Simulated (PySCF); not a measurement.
H7NO2Si2, SMILES [SiH3][Si](O)(N)O.

Geometry optimised at r2SCAN-D4/def2-SVP. The structure was generated by enumeration, and PubChem lists no compound with its InChIKey, so it may never have been made. Other conformers were not sampled.

Two levels are set side by side: PBE/def2-TZVP (PySCF) and M06-2X/def2-TZVP (PySCF). Same geometry, gas phase. Differences are taken from unrounded values.

```tsv
quantity	M06-2X	PBE	PBE minus M06-2X
orbital gap (eV)	9.74	5.79	-3.95
highest occupied level (eV)	-8.70	-6.17	2.53
lowest empty level (eV)	1.04	-0.38	-1.43
dipole moment (D)	3.18	3.22	0.04
mean polarisability (bohr³)	67.6	72.4	4.9
```

Without exact exchange PBE keeps part of each electron's self-repulsion, which lifts occupied levels and narrows the gap. PBE's more diffuse valence density responds more strongly to a field. Differences between two approximate levels are no errors against the true value.

Rough cost on one machine, each run with all the roots and properties that it gave: M06-2X against PBE about 3 times.
